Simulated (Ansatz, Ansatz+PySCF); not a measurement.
```xyz
2

C    -0.0396    0.0254   -0.2380
H    -0.0576   -0.0002    1.0313
```

Basis set: def2-SVP (spherical functions). Frozen core: 1 orbital. Charge 0, multiplicity 2.

Computed with Ansatz (development build ahead of 0.2.0); each method stands on the lowest determinant of its kind that the runs found.

Give the atomization energy at this shape (free ground-state atoms in the same class of orbitals less the molecule, no zero-point energy) of doublet CH by UHF-MP2, UHF.

```
 method  atomization energy
UHF-MP2        275.6 kJ/mol
    UHF        212.9 kJ/mol
```

Caution: the shape is not the minimum; the unrestricted determinant is spin contaminated.
